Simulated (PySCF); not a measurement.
# Input and output

[TaH6]− (singlet). PySCF 2.14.0, RKS PBE0, Ta def2-SVP with ECP60, H def2-SVP; non-relativistic Hamiltonian with scalar-relativistic core potentials where named; density fitting; no spin-orbit coupling. Purpose: singlet excitations, Tamm-Dancoff PBE0.

```python
mol = gto.M(atom='''
Ta    -0.00000    -0.00000     0.10710
H      1.68097    -0.00000     0.84024
H     -0.84048     1.45576     0.84024
H     -0.84049    -1.45576     0.84024
H      1.15304    -0.00000    -1.24506
H     -0.57652     0.99857    -1.24506
H     -0.57652    -0.99856    -1.24506''',
    basis={'Ta': 'def2-SVP', 'H': 'def2-SVP'},
    ecp={'Ta': 'def2-SVP'},
    charge=-1, spin=0)
mf = dft.RKS(mol, xc='PBE0')
mf.grids.atom_grid = (50, 194)
mf = mf.density_fit()  # fitting sets: Ta def2-universal-JKFIT, H def2-universal-JKFIT
mf.conv_tol = 1e-08; mf.max_cycle = 55
mf.kernel(dm0)  # dm0: converged density of the relaxed state
td = mf.TDA(); td.nstates = 8; td.kernel()
```

Run from Python with OMP_NUM_THREADS=2; the lines above give its settings. Where DIIS fails, smearing, a level shift and second-order steps follow.
It took 4.8 s on 2 threads of Arm Neoverse V1, with other jobs on the host, from an already converged density.

(1) Where do the frontier levels lie, over both spins?

(2) What are the Mulliken charges and spins?

(3) Which singlet excitations follow (Tamm-Dancoff, 8 states)?

The geometry was relaxed with PBE0 (Ta def2-SVP with ECP60, H def2-SVP).

Results:

(1) HOMO -2.41 eV, LUMO 3.18 eV. 

(2) 
```json
{"atom": "Ta1", "charge (e)": "0.361", "spin (e)": "0.000"}
{"atom": "H2", "charge (e)": "-0.289", "spin (e)": "0.000"}
{"atom": "H3", "charge (e)": "-0.289", "spin (e)": "0.000"}
{"atom": "H4", "charge (e)": "-0.289", "spin (e)": "0.000"}
{"atom": "H5", "charge (e)": "-0.165", "spin (e)": "0.000"}
{"atom": "H6", "charge (e)": "-0.165", "spin (e)": "0.000"}
{"atom": "H7", "charge (e)": "-0.165", "spin (e)": "0.000"}
```

(3) 
```csv
state,eV,oscillator strength
1,3.85,0.0000
2,3.85,0.0186
3,3.85,0.0187
4,4.13,0.0105
5,4.13,0.0105
6,4.21,0.0513
7,4.23,0.0322
8,4.31,0.0168
```
For an anion in a basis without diffuse functions, states above the detachment energy aren't bound: they are resonances at best, or continuum confined by the basis.
Functionals without range separation put charge-transfer states too low; the basis has no diffuse functions.
